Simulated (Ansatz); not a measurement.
Reaction (substitution at a C–C bond): `OCC(F)(F)C(F)F` + `CBO` → `CBOCO` + `FC(F)C(F)F`

Program: Ansatz. Geometries: PBE0-D4/def2-TZVP. ΔE: electronic, gas phase. CCSD(T)/CBS is the MP2 limit (def2-TZVPP, def2-QZVPP) plus CCSD(T) − MP2 in def2-TZVPP, frozen cores. DFT in def2-TZVPP. Each species was taken in one conformer, which may not be the lowest.

CCSD(T)/CBS gives +44.2 kJ/mol.

(1) Another level gave +30.7 kJ/mol. Which?
A. RPA@PBE/def2-TZVPP
B. LDA (SPW92)/def2-TZVPP
C. revPBE/def2-TZVPP
D. PBE/def2-TZVPP

Largest T1 diagnostic among the species: 0.012.

Answers

(1) C. revPBE 30.7, RPA@PBE/def2-TZVPP 39.2, LDA (SPW92) 44.2, PBE 35.1 kJ/mol.

At CCSD(T), def2-SVP lies +3.6 kJ/mol from the extrapolated value and def2-TZVPP −2.5 kJ/mol. The D4 term adds +4.1 kJ/mol with B3LYP and +2.2 kJ/mol with PBE0; it sums over pairs of atoms, weighted by their polarisabilities, and B3LYP, whose exchange is more repulsive, gets the larger term.

B3LYP here is the variant with VWN-RPA as its local correlation; programs differ in this.
